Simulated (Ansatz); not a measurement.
This geometry of CH$_{5}$AlFNSSi (11 atoms, charge 0, multiplicity 1) is a first-order saddle point.

Computed with Ansatz, RKS PBE/def2-SVP.

```xyz
11
Properties=species:S:1:pos:R:3
F -0.494 -1.758 -0.910
C 0.086 -0.808 -0.041
S 1.574 -1.638 0.718
N -0.878 -0.400 0.942
Al -1.436 1.275 0.507
Si 0.377 0.875 -1.039
H 2.500 -0.775 0.223
H -1.115 -1.112 1.645
H -2.555 2.147 1.236
H 1.737 1.454 -0.734
H 0.270 0.682 -2.526
```

Which two structures does it join? (They come from a converged band through this point; their orientation in space is the band's.)

No bond is made or broken. The dihedral Si6–C2–S3–H7 goes from -74 to 61°.

Image 0:

```xyz
11
Properties=species:S:1:pos:R:3
F -0.075 -1.703 -0.972
C 0.189 -0.692 -0.030
S 1.631 -1.237 1.010
N -0.936 -0.474 0.828
Al -1.537 1.221 0.532
Si 0.376 1.061 -0.936
H 2.445 -1.564 -0.034
H -1.187 -1.279 1.416
H -2.753 1.937 1.277
H 1.681 1.749 -0.641
H 0.231 0.924 -2.429
```

Image 6:

```xyz
11
Properties=species:S:1:pos:R:3
F -0.463 -1.752 -1.012
C 0.138 -0.795 -0.163
S 1.678 -1.686 0.401
N -0.738 -0.425 0.900
Al -1.411 1.222 0.486
Si 0.339 0.905 -1.150
H 2.116 -0.662 1.185
H -0.893 -1.164 1.599
H -2.551 2.005 1.280
H 1.674 1.547 -0.870
H 0.177 0.748 -2.636
```

How far does it lie above each of them?

0.136 eV above the first and 0.090 eV above the second. This is the barrier of this one path; another mechanism may lie lower.

Run time: 100 s on 2 threads of Arm Neoverse V1, with other jobs on the host, peak memory 0.17 GiB.
